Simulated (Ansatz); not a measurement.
Total energies of Li18 (the lowest singlet isomer of a short search) from Ansatz at PBE/def2-TZVPD, gas phase (1 Eh = 27.2114 eV = 2625.5 kJ/mol). The reference geometry is relaxed at PBE0/def2-SVP.

Cartesian coordinates in Å:
```
Li 1.500 0.352 0.144
Li -1.722 -0.885 3.611
Li -1.032 0.554 -1.011
Li 3.962 -0.699 0.097
Li -3.244 -0.258 0.663
Li -0.707 1.562 1.819
Li -2.694 2.650 -1.095
Li 2.906 2.196 1.473
Li -0.300 1.799 -3.292
Li 1.462 -2.722 0.306
Li -2.734 -0.164 -2.951
Li -0.625 -1.178 1.156
Li 2.899 1.545 -1.831
Li 1.553 -0.665 2.855
Li -1.544 -2.493 -1.052
Li 0.982 -0.934 -2.315
Li -1.151 -3.684 1.970
Li 0.489 3.024 -0.547
```

```tsv
state	geometry	energy (Eh)
charge 0 singlet	reference	-135.05802
charge -1 doublet	reference	-135.10232
charge -1 doublet	relaxed at PBE0/def2-SVPD	-135.10418
free Li atom (doublet)	–	-7.46192
```

(1) Work out the vertical electron affinity, to the doublet.

(2) How much does the charge -1 doublet relax, and what is the adiabatic electron affinity?

(3) What is the binding energy per atom against free atoms?

(1) E(charge 0 singlet) − E(charge -1 doublet) = -135.05802 − (-135.10232) = 0.04430 Eh = 1.21 eV.

(2) Relaxation: -135.10232 − (-135.10418) = 0.00186 Eh = 0.05 eV. Adiabatic electron affinity: 0.04616 Eh = 1.26 eV, without zero-point energy. 

(3) Atoms: 18 × (-7.46192) = -134.31456 Eh. Binding: -134.31456 − (-135.05802) = 0.74346 Eh = 20.23 eV, or 1.12 eV for each of 18 atoms (no zero-point energy, no counterpoise term).

The restricted singlet is unstable towards broken spin symmetry in Hartree–Fock (as tested in another run); at PBE/def2-TZVPD this wasn't settled. 

The structure comes from a short search, and lower isomers may exist.
